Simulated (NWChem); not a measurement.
A series in which one site is exchanged, each optimised at PBE0/def2-SVP with NWChem, gas phase unless a solvent is named. Some are not confirmed as minima by frequencies. def2 effective core potentials on Zr; no spin-orbit coupling.

A: [TiH3][OH] (TiH₄O; site = Ti)
B: [OH][GeH3] (GeH4O; site = Ge)
C: [OH][ZrH3] (ZrH$_{4}$O; site = Zr)
D: O[SiH3] (SiH₄O; site = Si)

Values for A:

```
Quantity                                            Result
--------------------------------------------------  ------
dipole (D), PBE0/def2-SVP                             2.20
orbital gap (eV), PBE0/def2-SVP                       6.18
static polarisability, PBE/def2-SVPD (bohr³)          50.5
lowest singlet excitation, PBE/def2-SVPD, TDA (eV)    3.36
```

**Question.** How do these values change for the other members?

**Answer.** 
| change from A | B | C | D |
|---|---|---|---|
| dipole (D), PBE0/def2-SVP | -0.71 | -0.17 | -0.80 |
| orbital gap (eV), PBE0/def2-SVP | +2.52 | +0.10 | +3.00 |
| static polarisability, PBE/def2-SVPD (bohr³) | -11.6 | +6.9 | -15.5 |
| lowest singlet excitation, PBE/def2-SVPD, TDA (eV) | +2.71 | +0.62 | +3.03 |
